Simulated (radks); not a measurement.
All-electron atom: neutral niobium in [Kr] 4d4 5s1. All-electron calculation, scalar-relativistic Kohn-Sham, r2SCAN, spin-unpolarised, spherical densities, finite nucleus; meta-GGA in the generalised Kohn-Sham scheme; Fermi nuclear charge, rms radius 4.324 fm. Program: a radial shooting solver on a logarithmic mesh with Libxc functionals.

Unscreened Slater integrals over Kohn-Sham orbitals (eV).

integral     value
F0(4d,4d)   11.414
F2(4d,4d)   5.3912
F4(4d,4d)   3.4231
F0(4d,5s)   7.7630
G2(4d,5s)   1.9754
F0(4d,4p)   13.973
F2(4d,4p)   6.2775
G1(4d,4p)   7.5361
G3(4d,4p)   4.5317
F0(4d,4s)   14.407
G2(4d,4s)   5.1632
F0(5s,5s)   6.5430
F0(5s,4p)   8.3590
G1(5s,4p)  0.48524
F0(5s,4s)   8.4354
G0(5s,4s)  0.30087
F0(4p,4p)   18.787
F2(4p,4p)   9.8637
F0(4p,4s)   19.812
G1(4p,4s)   13.397
F0(4s,4s)   21.044

Derived for the open shells (J is the average intra-shell exchange parameter used in DFT+U). 4d: Racah B = F2/49 - 5 F4/441 = 0.07121 eV, C = 35 F4/441 = 0.2717 eV, C/B = 3.81, F4/F2 = 0.635, J = (F2 + F4)/14 = 0.6296 eV.
